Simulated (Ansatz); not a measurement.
```yaml
crystal:
  periodic: [false, false, false]
  atoms:
    - {symbol: Ca, position_ang: [2.067253, 0.107768, 0.795017]}
    - {symbol: Ca, position_ang: [-0.211336, 1.405112, -1.702419]}
    - {symbol: Ca, position_ang: [-0.420033, -2.065258, -0.689568]}
    - {symbol: Ca, position_ang: [-1.435890, 0.552381, 1.596970]}
    - {symbol: Se, position_ang: [1.673750, -0.643983, -1.861630]}
    - {symbol: Se, position_ang: [0.246439, -1.637888, 1.984548]}
    - {symbol: Se, position_ang: [-2.409778, -0.125583, -0.926836]}
    - {symbol: Se, position_ang: [0.489585, 2.407460, 0.803919]}
basis:
  gaussian: {orbitals: def2-TZVP, initial_orbitals: start.molden}
hamiltonian: {xc: pbe0, dispersion: d4}
scf: {omitted_lower_state_checks: [starts]}
output: {orbitals: {seedname: orbitals}}
```

The file start.molden holds the orbitals of an earlier run on this structure, at another level or in another basis.

```sh
$ ansatz run in.yaml --threads 4 --pin off --events-out ev --progress --plain --max-ram 4787MiB
```

Problem. Does this run fit into the memory that it is given?

Solution. No. It has 336 basis functions, and Ansatz plans for 4.73 GiB where 4.67 GiB are given.
